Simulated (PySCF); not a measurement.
Frontier levels across methods

Species: C3H5BOS.
Geometry (PBE0-D3(BJ)/def2-SVP, Å), atoms numbered from 1 in this order:
```xyz
11
C3H5BOS angstrom
C     -2.8872    1.9152   -0.3767
C     -1.9875    1.1328   -0.1363
B     -0.8138    0.1864    0.1373
O     -1.0376   -1.0163    0.7195
S      0.8207    0.7885   -0.3663
C      1.9097   -0.5844    0.1063
H     -3.6894    2.6003   -0.5845
H     -0.2419   -1.5442    0.8392
H      1.6929   -1.4941   -0.4738
H      2.9378   -0.2746   -0.1223
H      1.8547   -0.7970    1.1850
```

Basis pcSseg-2 throughout (PySCF), one geometry. Isolated species at its PBE0-D3(BJ)/def2-SVP geometry (one conformer only).

Problem. How do the orbital energies, the gap and the dipole change with the method?

Solution. 
| method | kind | HOMO (eV) | LUMO (eV) | gap (eV) | μ (D) | SCF cycles |
| --- | --- | --- | --- | --- | --- | --- |
| BLYP | GGA | -5.99 | -1.69 | 4.30 | 2.23 | 17 |
| B97-D | GGA | -6.11 | -1.71 | 4.40 | 2.22 | 17 |
| PBE | GGA | -6.16 | -1.85 | 4.30 | 2.27 | 17 |
| OPBE | GGA | -6.16 | -1.75 | 4.41 | 2.27 | 16 |
| KT2 | GGA | -6.21 | -1.86 | 4.36 | 2.16 | 18 |
| KT3 | GGA | -6.23 | -1.80 | 4.42 | 2.15 | 17 |
| BP86 | GGA | -6.24 | -1.93 | 4.32 | 2.26 | 17 |
| LDA | LDA | -6.29 | -2.08 | 4.21 | 2.35 | 17 |
| B97-2 | global hybrid | -7.08 | -0.97 | 6.10 | 2.21 | 14 |
| B3LYP | global hybrid | -7.09 | -1.15 | 5.94 | 2.21 | 14 |
| PBE0 | global hybrid | -7.32 | -0.96 | 6.36 | 2.23 | 15 |
| mPW1PW91 | global hybrid | -7.34 | -0.97 | 6.37 | 2.22 | 14 |
| BHandHLYP | global hybrid | -8.36 | 0.07 | 8.43 | 2.16 | 13 |
| CAM-B3LYP | range-separated hybrid | -8.62 | 0.14 | 8.76 | 2.21 | 13 |
| wB97X-D | range-separated hybrid | -9.14 | 0.82 | 9.97 | 2.22 | 14 |
| HF | Hartree–Fock | -9.99 | 2.23 | 12.22 | 2.12 | 13 |
| LC-wPBE | range-separated hybrid | -10.00 | 1.24 | 11.24 | 2.24 | 14 |

The HOMO spans 4.00 eV, from BLYP down to LC-wPBE, and the gap runs from 4.21 eV (LDA) to 12.22 eV (HF). Over the methods BLYP (0 %), B97-D (0 %), PBE (0 %), OPBE (0 %), KT2 (0 %), KT3 (0 %), BP86 (0 %), LDA (0 %), B97-2 (21 %), B3LYP (20 %), PBE0 (25 %), mPW1PW91 (25 %), BHandHLYP (50 %), HF (100 %), a straight line through the gap against the share of exact exchange rises by 0.79 eV for each 10 % (correlation coefficient 1.000). The dipole ranges from 2.12 D (HF) to 2.35 D (LDA). This basis has no diffuse functions.
